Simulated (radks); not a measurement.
Question: Valence configurations of neutral gallium (all share [Ar]). Method: scalar-relativistic Kohn-Sham, BLYP, spin-polarised, spherical densities, point nucleus; open shells are filled with parallel spins first; computed with a radial shooting solver on a logarithmic mesh with Libxc functionals. Order these by energy: 3d10 4s2 4p1; 3d10 4s1 4p2; 3d9.5 4s2 4p1.5; 3d9.5 4s1 4p2.5; 3d10 4s0.5 4p2.5; 3d10 4p3; 3d8 4s2 4p3; 3d10 4s1.5 4p1.5; 3d9 4s2 4p2.

Answer: From the lowest, in eV above it: 3d10 4s2 4p1 0.000; 3d10 4s1.5 4p1.5 2.831; 3d10 4s1 4p2 5.450; 3d10 4s0.5 4p2.5 8.893; 3d9.5 4s2 4p1.5 8.916; 3d10 4p3 12.393; 3d9.5 4s1 4p2.5 14.533; 3d9 4s2 4p2 19.478; 3d8 4s2 4p3 45.782. NIST lists [Ar] 3d10 4s2 4p1 as the ground configuration; this level of theory agrees among the configurations tried. The energies are those of spherical high-spin densities, not of single terms.
